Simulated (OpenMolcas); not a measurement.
## Ni7+, Pd7+, Pt7+: d³ down the group

- Program: OpenMolcas
- Method: SS-CASPT2, IPEA 0.25 Eh, imaginary shift 0.1 Eh
- Basis: ANO-RCC-VQZP
- Scalar Hamiltonian: DKH2, point nucleus
- Spin-orbit coupling: RASSI with atomic mean-field integrals over the reference wave functions, term energies averaged over their components

Active space for each ion: 3 electrons in 5 orbitals (d); closed shells correlated by CASPT2: Ni7+ 3s 3p; Pd7+ 4s 4p; Pt7+ 5s 5p.

Computed levels in cm-1 above ⁴F_3/2:

```json
{"Level": "⁴F_5/2", "Ni7+": "950", "Pd7+": "2310", "Pt7+": "9820"}
{"Level": "⁴F_7/2", "Ni7+": "2210", "Pd7+": "4980", "Pt7+": "16710"}
{"Level": "⁴P_1/2", "Ni7+": "24230", "Pd7+": "16900", "Pt7+": "22640"}
{"Level": "⁴P_5/2", "Ni7+": "25700", "Pd7+": "20280", "Pt7+": "33530"}
{"Level": "²G_7/2", "Ni7+": "26320", "Pd7+": "19920", "Pt7+": "31480"}
{"Level": "²G_9/2", "Ni7+": "27510", "Pd7+": "21130", "Pt7+": "51340"}
{"Level": "²P_1/2", "Ni7+": "35750", "Pd7+": "26360", "Pt7+": "40460"}
{"Level": "²H_9/2", "Ni7+": "36300", "Pd7+": "28420", "Pt7+": "33110"}
{"Level": "²H_11/2", "Ni7+": "37110", "Pd7+": "28270", "Pt7+": "43180"}
{"Level": "weight of ⁴F in the lowest level (%)", "Ni7+": "100", "Pd7+": "97", "Pt7+": "77"}
```

Mixed levels, with the weight of the term that names them: Pd7+ ²G_9/2 (61 %), Pd7+ ²H_9/2 (65 %), Pt7+ ⁴P_1/2 (70 %), Pt7+ ²G_9/2 (58 %), Pt7+ ²P_1/2 (70 %), Pt7+ ²H_9/2 (54 %).

Measured, with the error of the calculation in %. Measured levels: Ni7+ from Corliss and Sugar, J. Phys. Chem. Ref. Data 10, 197 (1981).

| Level | Ni7+ |
| --- | --- |
| ⁴F_5/2 | 1012 (-6.1) |
| ⁴F_7/2 | 2184 (+1.0) |
| ⁴P_1/2 | 23261 (+4.2) |
| ⁴P_5/2 | 24669 (+4.2) |

The fine-structure level ⁴F_7/2 changes by a factor of 7.56 from Ni7+ to Pt7+.

Without spin-orbit coupling ⁴P lies 23010, 14350, 13460 cm-1 above ⁴F in that order; the difference to the level ⁴P_1/2, of either sign, comes from spin-orbit coupling, which also lowers the zero.

Term energies are means over components that CASPT2 splits; among the terms shown or strongly mixed into the levels shown the widest spread is 930 cm-1 (5d³ ²H, Pt7+). The CASPT2 spread within a term exceeds the gap to the next term for 3d³ ²P and 3d³ ²H, so the order of their levels is uncertain (figures for Ni7+; the like holds for Pd7+, Pt7+). Measured partners are found by configuration, term and J. A level has none where our copy of the source lacks it or the pairing is in doubt (some pairs that miss far off the trend of their configuration count as doubtful), and it then counts in no deviation. Levels of configurations outside the active space are missing.
